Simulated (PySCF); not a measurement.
# Molecular orbitals of TaF⁻

ωB97X at R = 1.922 Å; Ta def2-TZVPPD with ECP60, F def2-TZVPPD; scalar-relativistic core potentials (PySCF 2.14). State: quartet, unpaired electrons π ↑, δ ↑↑. Only the outer orbitals are listed, counted within each symmetry, core potentials removing the inner ones.

```
spin  orbital  occ.  ε (eV)  on Ta (%)           main shells (%)
   α       4σ     1  -28.83          9                    91 F s
   α       5σ     1   -9.83         12                    86 F p
   α       2π     1   -9.25          7                    93 F p
   α       2π     1   -9.13          6                    94 F p
   α       6σ     1   -2.45        111         100 Ta s, 10 Ta d
   α       1δ     1   -1.62        100                  100 Ta d
   α       1δ     1   -1.57        100                   94 Ta d
   α       3π     1   -1.11         97          76 Ta d, 21 Ta p
   α       3π     0    4.34        108                  105 Ta p
   α       7σ     0    4.58         82  67 Ta p, 19 Ta d, 18 F s
   α       4π     0    4.82        106          93 Ta p, 13 Ta d
   β       1π     1  -35.73        100                  100 Ta p
   β       1π     1  -35.34        100                  100 Ta p
   β       4σ     1  -28.77         10                    90 F s
   β       5σ     1   -9.80         11                    87 F p
   β       2π     1   -9.13          5                    94 F p
   β       2π     1   -9.05          5                    95 F p
   β       6σ     1   -1.45        119                  117 Ta s
   β       3π     0    4.47        109                  107 Ta p
   β       3π     0    4.48        109                  109 Ta p
   β       7σ     0    4.70         87  80 Ta p, 15 F s, 13 Ta d
```

Task: Which are the highest filled and the lowest empty level, where do they sit, and how wide is the gap?

Result: Highest filled α 3π at -1.11 eV (in %: 76 Ta d, 21 Ta p); lowest empty α 3π at 4.34 eV (in %: 105 Ta p); the gap at ωB97X is 5.45 eV. Both belong to one degenerate shell, split only by its one-sided filling, so this is no excitation gap. An empty level above zero is unbound, and its energy depends on the basis.

* bond order (Mayer): 0.12
* ⟨S²⟩: 3.769
* charge on Ta (Mulliken, basis-dependent): -0.83
* charge on Ta (Löwdin, basis-dependent): -0.41
* dipole moment (positive dipole points towards F; it is taken about the centre of mass and depends on that origin): 0.70 D

Shares are Mulliken populations and can fall outside 0 to 100 %.

Spin–orbit coupling is left out. The state is the lowest single determinant that the PBE0 search found; with open d or f shells the true ground state can be another one.
